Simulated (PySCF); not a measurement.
**Beryllium: a sound run and one with changed settings**

Sound run: Be⁺ [He] 2s1, Be²⁺ 1s2. Calculation: PySCF 2.14, in cc-pVTZ-DK; the spin-free X2C one-electron Hamiltonian (Gaussian nucleus). The sound run starts from symmetry-adapted Hartree-Fock orbitals and uses a fine grid where one is needed.

Changed run: initial guess minao, at most 50 SCF cycles, level shift 10.0 hartree.

```csv
species,method,sound run (hartree),changed run (hartree),converged
Be⁺,UHF,-14.27971,-14.27968,no
Be⁺,BP86,-14.32621,-14.32156,no
Be⁺,TPSS,-14.34022,-9.11781,no
Be²⁺,UHF,-13.61352,-13.61352,yes
Be²⁺,BP86,-13.65060,-13.65060,yes
Be²⁺,TPSS,-13.66455,-13.66455,yes
```

A level shift slows the SCF but leaves a converged energy unchanged.
